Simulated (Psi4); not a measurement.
Cl₂Ni (SMILES [Cl][Ni][Cl]), triplet, geometry from GFN2-xTB (such geometries of metal compounds can be far from the true shape); WB97X/def2-TZVP (Psi4).

Here is a job for Psi4.
```
memory 2 GB

molecule mol {
0 3
Ni    0.000000    0.000000    0.000000
Cl    0.000000    0.000000    1.934826
Cl   -0.000000   -0.000000   -1.934826
}

set {
  basis def2-tzvp
  reference uks
}

energy('wb97x')
print_variables()
```

It wrote (shortened):

```
   => Loading Basis Set <=

    Name: DEF2-TZVP
    Role: ORBITAL
    Keyword: BASIS

         ---------------------------------------------------------
                                   SCF
               by Justin Turney, Rob Parrish, Andy Simmonett
                          and Daniel G. A. Smith
                              UKS Reference
         ---------------------------------------------------------

  ==> Geometry <==

    Molecular point group: d2h
    Full point group: D_inf_h

    Geometry (in Angstrom), charge = 0, multiplicity = 3:

       Center              X                  Y                   Z               Mass
    ------------   -----------------  -----------------  -----------------  -----------------
         NI           0.000000000000     0.000000000000     0.000000000000    57.935342410000
         CL           0.000000000000     0.000000000000     1.934826000000    34.968852682000
         CL           0.000000000000     0.000000000000    -1.934826000000    34.968852682000

  Running in d2h symmetry.

  Rotational constants: A = ************  B =      0.06439  C =      0.06439 [cm^-1]
  Rotational constants: A = ************  B =   1930.28747  C =   1930.28747 [MHz]
  Nuclear repulsion =  299.894053263526018

  Charge       = 0
  Multiplicity = 3
  Electrons    = 62
  Nalpha       = 32
  Nbeta        = 30

  ==> Algorithm <==

  SCF Algorithm Type is DF.
  DIIS enabled.
  MOM disabled.
  Fractional occupation disabled.
  Guess Type is SAD.
  Energy threshold   = 1.00e-06
  Density threshold  = 1.00e-06
  Integral threshold = 1.00e-12

  ==> Primary Basis <==

  Basis Set: DEF2-TZVP
    Blend: DEF2-TZVP
    Number of shells: 41
    Number of basis functions: 119
    Number of Cartesian functions: 136
    Spherical Harmonics?: true
    Max angular momentum: 3

  ==> DFT Potential <==

   => LibXC <=

    Version 7.1.2
    S. Lehtola, C. Steigemann, M. J. T. Oliveira, and M. A. L. Marques,  SoftwareX 7, 1–5 (2018) (10.1016/j.softx.2017.11.002)

   => Composite Functional: WB97X <=

    wB97X Hyb-GGA Exchange-Correlation Functional

    J.-D. Chai and M. Head-Gordon,  J. Chem. Phys. 128, 084106 (2008) (10.1063/1.2834918)

    Deriv               =              1
    GGA                 =           TRUE
    Meta                =          FALSE

    Exchange Hybrid     =           TRUE
    MP2 Hybrid          =          FALSE

   => Exchange-Correlation Functionals <=

    1.0000   wB97X range-separated functional

[...]
   @S^2 Observed:                2.010607874E+00
   @S   Expected:                1.000000000E+00
   @S   Observed:                1.000000000E+00

    Orbital Energies [Eh]
    ---------------------

    Alpha Occupied:

[...]
    Alpha Virtual:

[...]
    Beta Occupied:

[...]
    Beta Virtual:

[...]
    Final Occupation by Irrep:
             Ag   B1g   B2g   B3g    Au   B1u   B2u   B3u
    DOCC [    10,    1,    2,    2,    0,    7,    4,    4 ]
    SOCC [     0,    0,    1,    1,    0,    0,    0,    0 ]
    NA   [    10,    1,    3,    3,    0,    7,    4,    4 ]
    NB   [    10,    1,    2,    2,    0,    7,    4,    4 ]

  @DF-UKS Final Energy: -2428.86047158476731

   => Energetics <=

    Nuclear Repulsion Energy =            299.8940532635260183
    One-Electron Energy =               -3963.2178894492890322
    Two-Electron Energy =                1327.3697350706654561
    DFT Exchange-Correlation Energy =     -92.9063704696695254
    Empirical Dispersion Energy =           0.0000000000000000
    VV10 Nonlocal Energy =                  0.0000000000000000
    Total Energy =                      -2428.8604715847673106

  UHF NO Occupations:
  HONO-2 :    2B2g 1.9988083
  HONO-1 :    3B3g 1.0000000
  HONO-0 :    3B2g 1.0000000
  LUNO+0 :    4B2g 0.0011917
  LUNO+1 :    4B3g 0.0011917
  LUNO+2 :    5B3u 0.0007397
  LUNO+3 :    5B2u 0.0007397

Computation Completed

Properties will be evaluated at   0.000000,   0.000000,   0.000000 [a0]

Properties computed using the SCF density matrix

 Multipole Moments:

 ------------------------------------------------------------------------------------
     Multipole            Electronic (a.u.)      Nuclear  (a.u.)        Total (a.u.)
 ------------------------------------------------------------------------------------

 L = 1.  Multiply by 2.5417464519 to convert [e a0] to [Debye]
 Dipole X            :          0.0000000            0.0000000            0.0000000
 Dipole Y            :          0.0000000            0.0000000            0.0000000
 Dipole Z            :          0.0000000            0.0000000            0.0000000
 Magnitude           :                                                    0.0000000

 ------------------------------------------------------------------------------------

  Variable Map:
  ----------------------------------------------------------------------------
[...]
  Array Variable Map:
  ----------------------------------------------------------------------------
[...]
[...]
```
